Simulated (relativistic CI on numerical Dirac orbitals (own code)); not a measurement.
## Rb III: calculation against measurement

Calculated at this level of theory: Dirac-Coulomb-Breit CI, KLI orbitals optimised for each configuration, a model potential for QED, valence Slater integrals scaled by 0.85, P86 correlation estimate, and configurations built on the next ion tied to the tabulated ionisation energy (semi-empirical) (own radial code, finite nucleus).

Configuration list (outside the closed core [Ar] 3d10): 4s2 4p5, 4s2 4p4 4d, 4s2 4p4 5s, 4s2 4p4 5p, 4s2 4p4 5d, 4s2 4p4 6s, 4s2 4p4 4f, 4s2 4p4 5f, 4s 4p6, 4s2 4p3 4d2, 4s 4p5 4d, 4s 4p5 4f, 4s2 4p4 6p, 4s2 4p3 4f2, 4s2 4p4 6d, 4s2 4p4 5g, 4s2 4p4 6f, 4p5 4d2, 4s 4p5 5s, 4s2 4p3 4d 4f. Levels of other configurations are missing.

| Configuration | Term (tabulated) | J | Measured (cm⁻¹) | Computed | Error | Purity (%) |
| --- | --- | --- | --- | --- | --- | --- |
| 4s2 4p5 | 2P° | 3/2 | 0.0 | 0 | 0 | 98 |
| 4s2 4p5 | 2P° | 1/2 | 7374.5 | 7269 | -105 | 98 |
| 4s 4p6 | 2S † | 1/2 | 130032.2 | 138536 | 8504 | 59 |
| 4s2 4p4 4d | 4D | 7/2 | 154721.3 | 155549 | 828 | 94 |
| 4s2 4p4 4d | 4D | 5/2 | 154877.3 | 155768 | 891 | 92 |
| 4s2 4p4 4d | 4D | 3/2 | 155564.2 | 156504 | 940 | 91 |
| 4s2 4p4 4d | 4D | 1/2 | 156393.5 | 157385 | 991 | 92 |
| 4s2 4p4 5s | 4P | 5/2 | 167086.1 | 169545 | 2459 | 65 |
| 4s2 4p4 4d | 4P | 1/2 | 168449.9 | 169524 | 1074 | 78 |
| 4s2 4p4 4d | 2F | 7/2 | 171159.3 | 172600 | 1441 | 75 |
| 4s2 4p4 4d | 4P | 5/2 | 173415.6 | 174872 | 1456 | 59 |
| 4s2 4p4 5s | 4P | 1/2 | 175434.5 | 178562 | 3128 | 89 |
| 4s2 4p4 4d | 2F | 5/2 | 177062.8 | 178632 | 1569 | 69 |
| 4s2 4p4 5s | 2P | 1/2 | 179095.9 | 182628 | 3532 | 95 |
| 4s2 4p4 4d | 2F | 5/2 | 186615.8 | 188461 | 1845 | 92 |
| 4s2 4p4 5s | 2D | 3/2 | 187167.8 | 191078 | 3910 | 91 |
| 4s2 4p4 4d | 2F | 7/2 | 188488.3 | 189941 | 1453 | 98 |
| 4s2 4p4 5p | 4P° | 5/2 | 198108.0 | 199474 | 1366 | 84 |
| 4s2 4p4 5p | 4P° | 3/2 | 198339.8 | 199772 | 1432 | 72 |
| 4s2 4p4 5p | 4P° | 1/2 | 200471.5 | 201946 | 1474 | 60 |
| 4s2 4p4 5p | 4D° | 7/2 | 200904.9 | 202742 | 1837 | 95 |
| 4s2 4p4 5p | 2D° | 5/2 | 201148.9 | 203169 | 2020 | 64 |
| 4s2 4p4 5s | 2S | 1/2 | 204096.3 | 210696 | 6599 | 81 |
| 4s2 4p4 5p | 4D° | 1/2 | 206380.7 | 208334 | 1953 | 91 |
| 4s2 4p4 5p | 4D° | 3/2 | 206465.5 | 208353 | 1887 | 61 |
| 4s2 4p4 5p | 4D° | 5/2 | 206877.5 | 208737 | 1860 | 59 |
| 4s2 4p4 5p | 4S° | 3/2 | 209327.2 | 210756 | 1429 | 69 |
| 4s2 4p4 5p | 2S° | 1/2 | 209717.0 | 211726 | 2009 | 72 |
| 4s2 4p4 5p | 2F° | 5/2 | 216235.4 | 218896 | 2661 | 92 |
| 4s2 4p4 5p | 2F° | 7/2 | 217262.4 | 219815 | 2553 | 94 |
| 4s2 4p4 5p | 2P° | 3/2 | 218711.0 | 220758 | 2047 | 83 |
| 4s2 4p4 5p | 2D° | 3/2 | 220856.9 | 223181 | 2324 | 86 |
| 4s2 4p4 5p | 2D° | 5/2 | 221044.6 | 223300 | 2256 | 96 |
| 4s2 4p4 5p | 2P° | 1/2 | 222301.4 | 224374 | 2072 | 97 |
| 4s2 4p4 6s | 4P | 5/2 | 241129.0 | 242321 | 1192 | 85 |
| 4s2 4p4 5d | 4D | 7/2 | 241489.0 | 242597 | 1108 | 73 |
| 4s2 4p4 5d | 4D | 5/2 | 241669.0 | 242782 | 1113 | 64 |
| 4s2 4p4 5d | 2F | 7/2 | 243773.0 | 244658 | 885 | 65 |
| 4s2 4p4 5d | 4P | 3/2 | 246316.0 | 247809 | 1493 | 56 |
| 4s2 4p4 6s | 4P | 3/2 | 247709.0 | 249030 | 1321 | 70 |
| 4s2 4p4 6s | 4P | 1/2 | 247807.0 | 249090 | 1283 | 89 |
| 4s2 4p4 5d | 4F | 3/2 | 249217.0 | 250170 | 953 | 81 |
| 4s2 4p4 5d | 2D | 5/2 | 252829.0 | 255721 | 2892 | 70 |
| 4s2 4p4 6s | 2D | 5/2 | 258798.0 | 260631 | 1833 | 93 |

Measured levels from measured levels as listed in Zhang, Palmeri and Quinet, Eur. Phys. J. D 68, 104 (2014); pairs were made by configuration, J and term (by order where the table uses no LS term), so strongly mixed levels may be paired wrongly.

Mean error by configuration (cm⁻¹): 4s2 4p5 -105; 4s2 4p4 4d 1249; 4s2 4p4 5s 3926; 4s2 4p4 5p 1949; 4s2 4p4 6s 1407; 4s2 4p4 5d 1407. Over the excited levels the mean absolute error is 1845 cm⁻¹ (43 of the 69 excited levels that our extract of the source holds in range could be paired, and the others can miss by more), and the median relative error of those above 1,000 cm⁻¹ is 0.86 %. † marks terms whose computed intervals miss the measured ones by more than a factor of 2.5, or configurations far off the rest, from wrong mixing, a near crossing or a doubtful label or measurement; they are left out of the means.
